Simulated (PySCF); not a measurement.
# Reading the logs of faulty runs: AlBH3

These are calculations, not measurements. They come from PySCF 2.14.0, an open-source quantum chemistry program, on an isolated molecule that a program drew, which may never have been made. The molecule is AlBH3 (charge 0, doublet), drawn as the SMILES string `[BH][AlH2]`.

Each row is a Hartree-Fock (HF) and frozen-core CCSD(T) single point in the cc-pV(D+d)Z basis, meant for a local HF minimum. Run 1 is clean. Each other run has one planted mistake out of seven kinds, and not every kind appears here: one electron removed, one electron added, multiplicity raised by two, geometry at a saddle point, minimal basis STO-3G, one bond length entered in bohr, all coordinates scaled. The reference is restricted for singlets and unrestricted otherwise, and also for a bond in bohr. Adding or removing an electron swaps singlet and doublet. Electrons count all cores. HOMO and LUMO are orbital energies over both spins, the gradient is its largest component, and the lowest frequency (negative if imaginary) is given only where the gradient is small. Bond lengths are over the 4 bonds as drawn. T1 is the CCSD diagnostic: over 0.02 (restricted) or 0.045 (unrestricted) a single reference is doubtful.

Geometry of the clean run:
```xyz
5
AlBH3, angstrom
B    -0.2242    0.7815   -2.4430
Al   -0.8552   -1.1231   -1.9912
H     0.1413    1.8833   -2.7043
H    -1.3786   -2.0570   -3.1544
H    -0.8045   -1.6148   -0.4896
```

| run | electrons | basis functions | <S^2> | HOMO (eV) | LUMO (eV) | gradient (hartree/bohr) | lowest frequency (cm^-1) | mean bond (Å) | longest bond (Å) | T1 | HF (hartree) | CCSD(T) (hartree) | mistake |
|---|---|---|---|---|---|---|---|---|---|---|---|---|---|
| 1 | 21 | 52 | 0.758 | -8.25 | 0.80 | 9.1e-06 | 298 | 1.6021 | 2.057 | 0.0163 | -268.25396 | -268.42036 | no fault |
| 2 | 21 | 52 | 3.760 | -8.69 | -1.18 | 1.7e-02 | - | 1.6021 | 2.057 | 0.0305 | -268.15581 | -268.30748 | multiplicity raised by two |
| 3 | 20 | 52 | 0.000 | -16.82 | -6.59 | 6.1e-02 | - | 1.6021 | 2.057 | 0.0170 | -267.98335 | -268.13561 | one electron removed |
| 4 | 22 | 52 | 0.000 | -0.40 | 6.88 | 3.6e-02 | - | 1.6021 | 2.057 | 0.0208 | -268.23587 | -268.44430 | one electron added |
| 5 | 21 | 52 | 0.758 | -8.30 | 0.81 | 1.0e-02 | - | 1.5748 | 2.022 | 0.0159 | -268.25300 | -268.41912 | ? |

**Which mistake was planted in run 5, and what did it cost?**

The mean and the longest bond both change by the same factor, 0.983, and the gradient is no longer small. So the mistake is: all coordinates scaled. Subtracting run 1 and multiplying by 627.51 kcal/mol a hartree, the energy moved by 0.6 kcal/mol in HF and 0.8 kcal/mol in CCSD(T).

Cautions from the logs. Run 4: T1 is over the limit, so its CCSD(T) energy is less reliable.
